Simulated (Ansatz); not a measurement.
Job for Ansatz (an electronic-structure program): U-PBE0/def2-TZVPP on FeO, 2S+1 = 3, a spin state set in the input, which need not be the lowest.

Ansatz 0.2 input:
```yaml
crystal:
  periodic: [false, false, false]
  atoms:
    - {symbol: Fe, position_ang: [0.00000000, 0.00000000, 0.00000000]}
    - {symbol: O, position_ang: [0.00000000, 0.00000000, 1.88100000]}
basis:
  gaussian:
    orbitals: def2-TZVPP
hamiltonian:
  xc: {name: PBE0}
magnetization: {spin_polarized: true, initial_magnetization: 2}
relax: {f_tol: 0.002, max_steps: 120}
```

The log:

```
WARN ansatz: RAYON_NUM_THREADS=1 ignored (pool sized by the plan → 1); use --threads N
Functional definition: PBE0
integrals: 0.02 GiB planned
691 factors; their error is unknown
mean field: 0.32 GiB planned
mean field evaluation 1: about -36414.5292 eV, gradient 4.9e1 eV
mean field evaluation 2: about -36305.2626 eV, gradient 1.3e2 eV
mean field evaluation 4: about -36420.2232 eV, gradient 1.5e1 eV
mean field evaluation 8: about -36421.5213 eV, gradient 1.1e0 eV
mean field evaluation 16: about -36423.0781 eV, gradient 1.2e0 eV
mean field evaluation 32: about -36424.1606 eV, gradient 5.3e-3 eV
mean field evaluation 64: about -36416.9423 eV, gradient 3.6e1 eV
mean field evaluation 96: about -36398.5605 eV, gradient 8.2e1 eV
mean field evaluation 128: about -36423.6532 eV, gradient 1.6e0 eV
mean field evaluation 160: about -36423.1327 eV, gradient 1.3e0 eV
mean field evaluation 192: about -36424.1606 eV, gradient 4.3e-5 eV
mean field evaluation 224: about -36423.2703 eV, gradient 2.2e0 eV
mean field evaluation 256: about -36424.0951 eV, gradient 4.3e0 eV
mean field -36424.16060854 eV, -1338.5632131810 hartree, gradient 4.3e-9 eV, S^2 3.371440; 12 other end points of the search recorded, 0 dependent functions left out
the calculation of the forces begins
reference -36424.16064077 eV, -1338.5632143656 hartree; 18, 16 occupied and 77, 79 virtual orbitals, 691 factors
relax step   1: F+E_penalty+E_count = -36424.16060854 eV  Δ(F+E_penalty+E_count) = +0.000e0 eV  max|allowed force component| = 1.996e0 eV/Å  Δτ_max = 0.0000 Å  (1072 SCF iters, accepted)
these checks for a lower state are left out or cut short: starts, cluster_reference, orbital_swaps, neighbouring_geometries, increment
integrals: 0.02 GiB planned
691 factors; their error is unknown
mean field: 0.32 GiB planned
mean field -36424.26668416 eV, -1338.5671113881 hartree, gradient 3.9e-9 eV, S^2 3.309442; 0 other end points of the search recorded, 0 dependent functions left out
the calculation of the forces begins
reference -36424.26671660 eV, -1338.5671125802 hartree; 18, 16 occupied and 77, 79 virtual orbitals, 691 factors
relax step   2: F+E_penalty+E_count = -36424.26668416 eV  Δ(F+E_penalty+E_count) = -1.061e-1 eV  max|allowed force component| = 1.419e0 eV/Å  Δτ_max = 0.0308 Å  (151 SCF iters, accepted)
these checks for a lower state are left out or cut short: starts, cluster_reference, orbital_swaps, neighbouring_geometries, increment
integrals: 0.02 GiB planned
691 factors; their error is unknown
mean field: 0.32 GiB planned
mean field evaluation 288: about -36424.3384 eV, gradient 7.0e-4 eV
mean field -36424.33844082 eV, -1338.5697483967 hartree, gradient 2.2e-8 eV, S^2 3.063573; 0 other end points of the search recorded, 0 dependent functions left out
the calculation of the forces begins
reference -36424.33847354 eV, -1338.5697495994 hartree; 18, 16 occupied and 77, 79 virtual orbitals, 691 factors
relax step   3: F+E_penalty+E_count = -36424.33844082 eV  Δ(F+E_penalty+E_count) = -7.176e-2 eV  max|allowed force component| = 5.199e-1 eV/Å  Δτ_max = 0.0670 Å  (171 SCF iters, accepted)
these checks for a lower state are left out or cut short: starts, cluster_reference, orbital_swaps, neighbouring_geometries, increment
integrals: 0.02 GiB planned
691 factors; their error is unknown
mean field: 0.32 GiB planned
mean field -36424.34601329 eV, -1338.5700266798 hartree, gradient 1.7e-8 eV, S^2 3.133230; 0 other end points of the search recorded, 0 dependent functions left out
the calculation of the forces begins
reference -36424.34604600 eV, -1338.5700278819 hartree; 18, 16 occupied and 77, 79 virtual orbitals, 691 factors
relax step   4: F+E_penalty+E_count = -36424.34601329 eV  Δ(F+E_penalty+E_count) = -7.572e-3 eV  max|allowed force component| = 1.363e-2 eV/Å  Δτ_max = 0.0144 Å  (150 SCF iters, accepted)
these checks for a lower state are left out or cut short: starts, cluster_reference, orbital_swaps, neighbouring_geometries, increment
integrals: 0.02 GiB planned
691 factors; their error is unknown
mean field: 0.32 GiB planned
mean field evaluation 320: about -36424.3460 eV, gradient 6.6e-5 eV
mean field -36424.34601882 eV, -1338.5700268831 hartree, gradient 8.4e-6 eV, S^2 3.134874; 0 other end points of the search recorded, 0 dependent functions left out
the calculation of the forces begins
reference -36424.34605153 eV, -1338.5700280851 hartree; 18, 16 occupied and 77, 79 virtual orbitals, 691 factors
relax step   5: F+E_penalty+E_count = -36424.34601882 eV  Δ(F+E_penalty+E_count) = -5.532e-6 eV  max|allowed force component| = 1.328e-3 eV/Å  Δτ_max = 0.0004 Å  (59 SCF iters, accepted)
integrals: 0.02 GiB planned
691 factors; their error is unknown
mean field: 0.32 GiB planned
mean field evaluation 352: about -36378.8503 eV, gradient 4.2e1 eV
mean field evaluation 384: about -36424.2493 eV, gradient 8.8e-6 eV
mean field evaluation 416: about -36397.0398 eV, gradient 8.9e1 eV
mean field evaluation 448: about -36424.1889 eV, gradient 8.1e-1 eV
mean field evaluation 480: about -36423.9786 eV, gradient 4.5e-2 eV
mean field evaluation 512: about -36424.1158 eV, gradient 1.2e-2 eV
mean field evaluation 544: about -36424.1903 eV, gradient 7.6e-1 eV
mean field evaluation 576: about -36424.3426 eV, gradient 1.5e-1 eV
mean field evaluation 608: about -36424.1146 eV, gradient 1.0e0 eV
mean field -36424.34601882 eV, -1338.5700268831 hartree, gradient 8.4e-6 eV, S^2 3.134874; 18 other end points of the search recorded, 0 dependent functions left out
the calculation of the forces begins
reference -36424.34605153 eV, -1338.5700280851 hartree; 18, 16 occupied and 77, 79 virtual orbitals, 691 factors
Total energy: -36424.34605153 eV, -1338.5700280851 hartree
Atom 0 at    -0.000000     0.000000     0.083032 Å, force     0.000000    -0.000000    -0.001328 eV/Å
Atom 1 at     0.000000    -0.000000     1.797968 Å, force    -0.000000     0.000000     0.001328 eV/Å
Dipole moment:     0.000000    -0.000000    -0.760508 e Å
```

The calculation finished and met its thresholds. Its determinant has ⟨S²⟩ = 3.13, a mixture of spin states.

Cost: very roughly 2.5 core-minutes.
